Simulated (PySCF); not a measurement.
## Sb²⁺: ionisation energy

Sb²⁺ [Kr] 4d10 5s2 5p1 (2P) → Sb³⁺ [Kr] 4d10 5s2 (1S), as a difference of total energies. Computed with PySCF 2.14 in x2c-TZVPPall with one added diffuse shell each of s, p, d, f type (9s7p5d3f, 76 functions), with scalar relativity by spin-free X2C-1e. Correlated levels: valence and next inner shell: [Ar] 3d10 frozen. The calculations carry no spin-orbit coupling.

```json
{"method": "UHF", "ionisation energy (eV)": "24.113"}
{"method": "MP2 (valence and next inner shell)", "ionisation energy (eV)": "24.538"}
{"method": "SCS-MP2 (valence and next inner shell)", "ionisation energy (eV)": "24.457"}
{"method": "CCSD (valence and next inner shell)", "ionisation energy (eV)": "24.553"}
{"method": "CCSD(T) (valence and next inner shell)", "ionisation energy (eV)": "24.569"}
```

Problem. How much does correlation contribute at CCSD(T) (valence and next inner shell)?

Solution. 24.569 − (24.113) = 0.456 eV, measured against UHF.

The reference lies between the lowest fine-structure levels, while these numbers refer to the centres of the terms.

Errors of the correlated levels include the incompleteness of this basis and the frozen core.

For comparison: 25.323 eV (measured; NIST Atomic Spectra Database, ionization energies).
